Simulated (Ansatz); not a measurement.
Reactions of CH$_{7}$AsOSi, SMILES `O[SiH2]C[AsH2]`.

Calculated with Ansatz (gas phase, PBE0-D4/def2-TZVP geometries, no zero-point term in ΔE). CCSD(T)/CBS is the MP2 limit (def2-TZVPP, def2-QZVPP) plus CCSD(T) − MP2 in def2-TZVPP, frozen cores. def2 core potentials past Kr. For As, In outer-core shells are correlated without core-valence functions, which leaves a few kJ/mol of doubt a bond. Scalar relativity is left out up to krypton. Each species was taken in one conformer, which may not be the lowest.

Task: Order these by ΔE at CCSD(T)/CBS, lowest first. (An estimate is asked.)
A. `O[SiH2]C[AsH2]` + CH₃NH₂ → `CNC[AsH2]` + silanol
B. `O[SiH2]C[AsH2]` + `C[SiH2]NCO` → `C[SiH2]C[AsH2]` + `OCN[SiH2]O`
C. `O[SiH2]C[AsH2]` + `C[SiH](F)CO` → `C[SiH](F)[SiH2]O` + `OCC[AsH2]`
D. `O[SiH2]C[AsH2]` + `[Cl][InH2]` → `[AsH2][InH2]` + `O[SiH2]CCl`

Result: B (-0.11 eV), C (+0.51 eV), A (+0.84 eV), D (+1.06 eV).

Largest T1 diagnostic: 0.014, for `[Cl][InH2]`.
